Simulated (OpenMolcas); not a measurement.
**O: from CASSCF to CASPT2**

```json
{"Program": "OpenMolcas 26.06", "Basis": "ANO-RCC-VDZ [3s2p]", "Scalar Hamiltonian": "DKH4, point nucleus", "Active space": "6 electrons in 8 orbitals (2s 2p 3s 3p)", "State averaging": "2S+1 = 3 even, 3 roots; 2S+1 = 1 even, 6 roots", "Spin-orbit coupling": "RASSI with atomic mean-field integrals over the reference wave functions, term energies averaged over their components"}
```

Methods on the same reference wave functions:
A. CASSCF
B. SS-CASPT2, IPEA 0.25 Eh, imaginary shift 0.1 Eh (closed shells correlated: 1s)

Energies in cm⁻¹ above 2s² 2p⁴ ³P₂, the measured ground level; measured values from NIST Handbook of Basic Atomic Spectroscopic Data.

```csv
Level,A,B,Measured
2s² 2p⁴ ³P₂,0.0,0.0,0.0
2s² 2p⁴ ³P₁,136,136,158
2s² 2p⁴ ³P₀,203,203,227
2s² 2p⁴ ¹D₂,18168,18174,15868
2s² 2p⁴ ¹S₀,31229,31233,33793
```

Deviations, from unrounded energies. A percentage is the sum of absolute deviations over the sum of measured energies, with the sign that they share, or ± where signs differ.

```csv
Against measurement,Levels,A,B
mean absolute deviation (cm-1),4,1200,1200
fine structure of the ground term (%),2,-12.0,-12.0
other terms of the ground configuration (%),2,±9.8,±9.8
```

A, B lie about equally close to measurement. The largest miss of A in the table is 2s² 2p⁴ ¹S₀, by -2600 cm-1. The ranking rests on the paired levels alone, and a cruder setting can come out closer through cancelling errors.

From A to B the spin-free energies of the other terms of 2s² 2p⁴ shown, above ³P, scale by a factor of 1.00.

The lowest spin-free term lies below A's lowest term by 0.001 hartree in B.

Active for correlation alone: 3p 3s; no level in the range computed is led by a configuration that fills them, so any true level of that kind is missing. Without dynamic correlation excited terms often stand tens of per cent too high (terms of higher spin than the ground term too low), and those without a measured partner can miss by more than the paired ones (holds for A). Computed and measured levels are paired by configuration, term and J; levels that our copy of the source lacks, or whose pairing is in doubt (as where it misses far off the trend of its configuration), stay unpaired and out of the deviations. Levels of configurations outside the active space are missing.
